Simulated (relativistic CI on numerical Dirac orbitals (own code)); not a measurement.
Computed by Dirac-Coulomb-Breit CI, separate exchange-only KLI orbitals for each configuration, model QED (radiative potential, 1s self-energy scaled to tabulated hydrogen-like ionisation energies), unscaled Slater integrals (own radial code, finite nucleus).

The strongest absorption lines from the ground level of an ion, among the configurations computed and to levels below about 390 eV (vacuum wavelength in nm, gf): 3.9848 (0.15), 4.0105 (0.026), 4.4323 (0.37), 4.5103 (0.96), 4.5533 (0.034), 5.3543 (0.2), 5.4667 (0.19), 11.972 (2.9).

Problem. Which ion is it?
A. Cu¹¹⁺
B. Ga¹¹⁺
C. Ga¹⁵⁺
D. Ga¹³⁺

Solution. D. Ga¹³⁺ has 18 electrons and the ground level 3s2 3p6 1S_0; the strongest line goes to 3s2 3p5 3d 1P°_1. The pattern of lines fixes the number of electrons, and along that sequence the line energies rise steadily with the charge (about as its square where n changes within one kind of shell, about linearly where n is kept but much faster in heavy ions where fine structure, which grows about as Z⁴, sets the gap, and irregularly where shells cross), which fixes Z. Configurations outside the model, such as inner-shell arrays, can give stronger lines. At this charge energies of transitions that change n are usually good to better than 1 %, and those within a shell (Δn = 0) to a few per cent.

LS names give the leading component of a level, which can be under half, so a name can repeat, a term be missing and a line seem to break the LS rules.
